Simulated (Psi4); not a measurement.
CH2F3O3S, charge +1, singlet, geometry from GFN2-xTB, with bond 10-4 at 2.0 times its length; PBE/def2-SV(P) (Psi4).

The Psi4 input:
```
memory 2 GB

molecule mol {
1 1
O    -1.158827   -1.436050    0.611836
S    -0.688260   -0.123378    0.509018
O    -1.070127    0.956060    1.311580
O    -1.456276    0.398058   -1.176182
C     1.072983    0.023007   -0.214665
F     1.917282   -0.282278    0.721943
F     1.186975    1.261129   -0.609567
F     1.110093   -0.812264   -1.216079
H    -1.965133   -0.275410   -1.676104
H    -2.359561    2.137114   -1.273307
}

set {
  basis def2-sv(p)
  reference rks
  ints_tolerance 1e-8
}

energy('pbe')
print_variables()
```

Question: What does Psi4 print? Leave out banner, timings and long lists.

Answer: 
```
   => Loading Basis Set <=

    Name: DEF2-SV(P)
    Role: ORBITAL
    Keyword: BASIS

         ---------------------------------------------------------
                                   SCF
               by Justin Turney, Rob Parrish, Andy Simmonett
                          and Daniel G. A. Smith
                              RKS Reference
         ---------------------------------------------------------

  ==> Geometry <==

    Molecular point group: c1
    Full point group: C1

    Geometry (in Angstrom), charge = 1, multiplicity = 1:

       Center              X                  Y                   Z               Mass
    ------------   -----------------  -----------------  -----------------  -----------------
         O           -1.209388450389    -1.436461328714     0.600514112990    15.994914619570
         S           -0.738821450389    -0.123789328714     0.497696112990    31.972071174400
         O           -1.120688450389     0.955648671286     1.300258112990    15.994914619570
         O           -1.506837450389     0.397646671286    -1.187503887010    15.994914619570
         C            1.022421549611     0.022595671286    -0.225986887010    12.000000000000
         F            1.866720549611    -0.282689328714     0.710621112990    18.998403162730
         F            1.136413549611     1.260717671286    -0.620888887010    18.998403162730
         F            1.059531549611    -0.812675328714    -1.227400887010    18.998403162730
         H           -2.015694450389    -0.275821328714    -1.687425887010     1.007825032230
         H           -2.410122450389     2.136702671286    -1.284628887010     1.007825032230

  Running in c1 symmetry.

  Rotational constants: A =      0.08122  B =      0.05035  C =      0.04839 [cm^-1]
  Rotational constants: A =   2434.92478  B =   1509.49808  C =   1450.72530 [MHz]
  Nuclear repulsion =  571.351849965571432

  Charge       = 1
  Multiplicity = 1
  Electrons    = 74
  Nalpha       = 37
  Nbeta        = 37

  ==> Algorithm <==

  SCF Algorithm Type is DF.
  DIIS enabled.
  MOM disabled.
  Fractional occupation disabled.
  Guess Type is SAD.
  Energy threshold   = 1.00e-06
  Density threshold  = 1.00e-06
  Integral threshold = 1.00e-08

  ==> Primary Basis <==

  Basis Set: DEF2-SV(P)
    Blend: DEF2-SV(P)
    Number of shells: 54
    Number of basis functions: 120
    Number of Cartesian functions: 128
    Spherical Harmonics?: true
    Max angular momentum: 2

  ==> DFT Potential <==

   => LibXC <=

    Version 7.1.2
    S. Lehtola, C. Steigemann, M. J. T. Oliveira, and M. A. L. Marques,  SoftwareX 7, 1–5 (2018) (10.1016/j.softx.2017.11.002)

   => Composite Functional: PBE <=

    PBE GGA Exchange-Correlation Functional

    J.P. Perdew et. al., Phys. Rev. Lett., 77(18), 3865-3868, 1996

    Deriv               =              1
    GGA                 =           TRUE
    Meta                =          FALSE

    Exchange Hybrid     =          FALSE
    MP2 Hybrid          =          FALSE

   => Exchange Functionals <=

    1.0000     XC_GGA_X_PBE

   => Correlation Functionals <=

    1.0000     XC_GGA_C_PBE

   => LibXC Density Thresholds  <==

    XC_GGA_C_PBE:  1.00E-12
    XC_GGA_X_PBE:  1.00E-15

   => Molecular Quadrature <=

    Radial Scheme          =       TREUTLER
    Pruning Scheme         =           NONE
    Nuclear Scheme         =       TREUTLER

    Blocking Scheme        =         OCTREE
    BS radius alpha        =              1
    Pruning alpha          =              1
    Radial Points          =             75
    Spherical Points       =            302
    Total Points           =         213210
    Total Blocks           =           1641
    Max Points             =            256
    Max Functions          =            115
    Weights Tolerance      =       1.00E-15

   => Loading Basis Set <=

    Name: (DEF2-SV(P) AUX)
    Role: JKFIT
    Keyword: DF_BASIS_SCF

  ==> Integral Setup <==

  SCF_SUBTYPE=INCORE selected. In-core MEM_DF algorithm will be used.
  Using in-core AOs.

  ==> MemDFJK: Density-Fitted J/K Matrices <==

    J tasked:                   Yes
    K tasked:                    No
    wK tasked:                   No
    Algorithm:                 Core
    Schwarz Cutoff:           1E-08
    Mask sparsity (%):      10.3194
    Fitting Condition:        1E-10

   => Auxiliary Basis Set <=

  Basis Set: (DEF2-SV(P) AUX)
    Blend: DEF2-UNIVERSAL-JKFIT
    Number of shells: 225
    Number of basis functions: 701
    Number of Cartesian functions: 842
    Spherical Harmonics?: true
    Max angular momentum: 4

  Minimum eigenvalue in the overlap matrix is 5.9013147521E-03.
  Reciprocal condition number of the overlap matrix is 1.4071878063E-03.
    Using symmetric orthogonalization.

  ==> Pre-Iterations <==

  SCF Guess: Superposition of Atomic Densities via on-the-fly atomic UHF (no occupation information).

   -------------------------
    Irrep   Nso     Nmo
   -------------------------
     A        120     120
   -------------------------
    Total     120     120
   -------------------------

  ==> Iterations <==

                           Total Energy        Delta E     RMS |[F,P]|

   @DF-RKS iter SAD:  -961.52071304623985   -9.61521e+02   0.00000e+00
   @DF-RKS iter   1:  -960.36034540525429    1.16037e+00   9.38419e-03 ADIIS/DIIS
   @DF-RKS iter   2:  -957.03479584414958    3.32555e+00   2.32469e-02 ADIIS/DIIS
   @DF-RKS iter   3:  -960.77894514189211   -3.74415e+00   3.68950e-03 ADIIS/DIIS
   @DF-RKS iter   4:  -960.76559241265886    1.33527e-02   4.08888e-03 ADIIS/DIIS
   @DF-RKS iter   5:  -960.85321813820497   -8.76257e-02   1.52778e-03 ADIIS/DIIS
   @DF-RKS iter   6:  -960.86813504103964   -1.49169e-02   3.51519e-04 ADIIS/DIIS
   @DF-RKS iter   7:  -960.86697444926347    1.16059e-03   4.80757e-04 ADIIS/DIIS
   @DF-RKS iter   8:  -960.86890903269136   -1.93458e-03   1.27759e-04 ADIIS/DIIS
   @DF-RKS iter   9:  -960.86899784948764   -8.88168e-05   4.01902e-05 DIIS
   @DF-RKS iter  10:  -960.86901018551350   -1.23360e-05   1.42771e-05 DIIS
   @DF-RKS iter  11:  -960.86901204917183   -1.86366e-06   4.55183e-06 DIIS
   @DF-RKS iter  12:  -960.86901218819401   -1.39022e-07   1.06817e-06 DIIS
   @DF-RKS iter  13:  -960.86901219472361   -6.52960e-09   1.50840e-07 DIIS
  Energy and wave function converged.

  ==> Post-Iterations <==

   Electrons on quadrature grid:
      Ntotal   =   74.0000053479 ; deviation = 5.348e-06

    Orbital Energies [Eh]
    ---------------------

    Doubly Occupied:

[...]
      37A     -0.507037

    Virtual:

[...]
    Final Occupation by Irrep:
              A
    DOCC [    37 ]
    NA   [    37 ]
    NB   [    37 ]

  @DF-RKS Final Energy:  -960.86901219472361

   => Energetics <=

    Nuclear Repulsion Energy =            571.3518499655714322
    One-Electron Energy =               -2450.0071037849720597
    Two-Electron Energy =                1005.6705886079080301
    DFT Exchange-Correlation Energy =     -87.8843469832310831
    Empirical Dispersion Energy =           0.0000000000000000
    VV10 Nonlocal Energy =                  0.0000000000000000
    Total Energy =                       -960.8690121947236094

Computation Completed

Properties will be evaluated at   0.000000,   0.000000,   0.000000 [a0]

Properties computed using the SCF density matrix

 Multipole Moments:

 ------------------------------------------------------------------------------------
     Multipole            Electronic (a.u.)      Nuclear  (a.u.)        Total (a.u.)
 ------------------------------------------------------------------------------------

 L = 1.  Multiply by 2.5417464519 to convert [e a0] to [Debye]
 Dipole X            :          5.9790517           -8.0195343           -2.0404826
 Dipole Y            :         -0.3644430            1.5848667            1.2204237
 Dipole Z            :          0.1840575           -1.6964251           -1.5123677
 Magnitude           :                                                    2.8178465

 ------------------------------------------------------------------------------------

  Variable Map:
  ----------------------------------------------------------------------------
[...]
  Array Variable Map:
  ----------------------------------------------------------------------------
[...]
[...]
```
